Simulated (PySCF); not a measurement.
## Dipole response of Al²⁺ (aluminium, charge +2)

[Ne] 3s1, 2S determinant. Computed with PySCF 2.14 in aug-cc-pV(D+d)Z (5s4p3d, 32 functions), with no relativity, point nucleus. Coupled (time-dependent) response in atomic units; α is the mean over directions.

| method | mean α (bohr³) | C₆ (like pair) | S(−4) |
| --- | --- | --- | --- |
| UHF | 15.57 | 44.55 | 271.7 |
| PBE | 13.98 | 37.81 | 221.6 |
| PBE0 | 14.48 | 39.87 | 237.5 |
| wB97X-V | 14.82 | 41.25 | 248.4 |
| r2SCANh | 14.83 | 42.18 | 238.5 |

S(−4) is the Cauchy moment in α(ω) = α(0) + S(−4) ω² + …

α(iu) at PBE:

```tsv
u (hartree)	α(iu) (bohr³)
0	13.98
0.0500	13.44
0.100	12.07
0.200	8.594
0.300	5.853
0.500	2.982
0.750	1.609
1.00	1.038
1.50	0.5851
2.00	0.4066
3.00	0.2531
5.00	0.1352
```

A single London oscillator, α(iu) = α/(1 + u²/ω²), gives C₆ = (3/4) ω α². Matching the computed C₆ needs ω = 4 × 37.81 / (3 × 13.98²) = 0.258 hartree.

For an ion, C₆ is the dispersion term alone; charge-induced terms of lower order in 1/R come first.
